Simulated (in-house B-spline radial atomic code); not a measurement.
The numbers below are computed, except where a source is named.
# Making a Troullier-Martins s channel for O, r_c = 1.1 bohr

O, [He] 2s2 2p4, non-relativistic PBE, spherical and spin-unpolarised, from a B-spline radial code for spherical atoms (atomic units). The all-electron 2s level is ε = -0.878848 hartree, its outermost node lies just inside 0.28 bohr and its outer maximum at 0.87 bohr.

Inside r_c the pseudo-orbital is u(r) = r^1 exp(p(r)), with p = c0 + c2 r² + c4 r⁴ + … + c12 r¹². The seven coefficients follow from p and its first four derivatives at r_c, from zero curvature of the screened potential at the origin, c4 = −c2²/(2l + 5), and from the norm inside r_c. At r_c the all-electron orbital has P = 0.9003069, P' = -0.4710294, the screened potential V = -1.532184, V' = 3.07972, V'' = -8.272072, and the norm inside is Q = 0.5405581.

Question: What are p, p' and p'' at r_c?

Answer: p = ln(P/r_c^1) = ln(0.9003069/1.1) = -0.20033. p' = P'/P − 1/r_c = -0.52319 − 0.90909 = -1.43228. The radial equation gives p'' = 2(V − ε) − 2(1) p'/r_c − p'² = -1.30667 − (-2.60414) − 2.05142 = -0.75395. Differentiating, p''' = 2V' + 2(1)p'/r_c² − 2(1)p''/r_c − 2p'p'' = 3.0031, and p'''' = 2V'' − 4(1)p'/r_c³ + 4(1)p''/r_c² − 2(1)p'''/r_c − 2p''² − 2p'p''' = -12.727.

For a trial c2 the five matching conditions are linear in c0, c6, c8, c10 and c12, and c2 is varied until the norm inside r_c equals Q. The root nearest zero gives:

| n | c_n |
| --- | --- |
| 0 | 0.2105202 |
| 2 | 0.3363281 |
| 4 | -0.02262332 |
| 6 | -2.250419 |
| 8 | 2.774951 |
| 10 | -1.355601 |
| 12 | 0.2452815 |

Question: Check c4 and p(r_c), and find the screened pseudopotential at the origin.

Answer: −c2²/5 = -0.0226233, as listed. The terms c_n r_c^n are 0.21052, 0.40696, -0.03312, -3.98676, 5.94835, -3.51608, 0.76980, which sum to -0.20033. Inverting the radial equation, V_l(r) = ε + 1 p'/r + (p'' + p'²)/2, so V_l(0) = ε + (2l + 3) c2 = -0.878848 + 3 × (0.336328) = 0.1301 hartree, finite where the all-electron potential diverges.

Orbitals and screened potentials:

| r (bohr) | P | u | V all-electron | V pseudo |
| --- | --- | --- | --- | --- |
| 0.11 | -0.4196 | 0.1363 | -58.17 | 0.1234 |
| 0.275 | -0.004678 | 0.3478 | -17.45 | -0.1029 |
| 0.44 | 0.4963 | 0.5718 | -8.391 | -1.051 |
| 0.605 | 0.81 | 0.786 | -5.021 | -2.581 |
| 0.77 | 0.9441 | 0.9285 | -3.225 | -3.334 |
| 0.935 | 0.9568 | 0.9556 | -2.176 | -2.472 |
| 1.1 | 0.9003 | 0.9003 | -1.532 | -1.532 |

Logarithmic derivatives P'/P at R = 1.4 bohr, for energies E around ε:

```json
{"E − ε (hartree)": "-0.5", "all-electron": "0.191479", "pseudo": "0.189451"}
{"E − ε (hartree)": "-0.25", "all-electron": "-0.255139", "pseudo": "-0.255891"}
{"E − ε (hartree)": "-0.1", "all-electron": "-0.589187", "pseudo": "-0.589342"}
{"E − ε (hartree)": "0", "all-electron": "-0.8505", "pseudo": "-0.850498"}
{"E − ε (hartree)": "0.1", "all-electron": "-1.15221", "pseudo": "-1.15244"}
{"E − ε (hartree)": "0.25", "all-electron": "-1.70748", "pseudo": "-1.70953"}
{"E − ε (hartree)": "0.5", "all-electron": "-3.09431", "pseudo": "-3.11053"}
```

Question: With P(R) = 0.7281439 and a norm of 0.7419452 inside R, what slope in energy does norm conservation fix?

Answer: d(P'/P)/dE = −2 × (norm inside R)/P(R)² = -2.7988 per hartree·bohr at E = ε, for both atoms, since orbital and norm agree at R. Differences over ±0.1 hartree give -2.8151 (all-electron) and -2.8155 (pseudo), which also hold third-order terms. Half a hartree below ε the two curves differ by -0.0020.
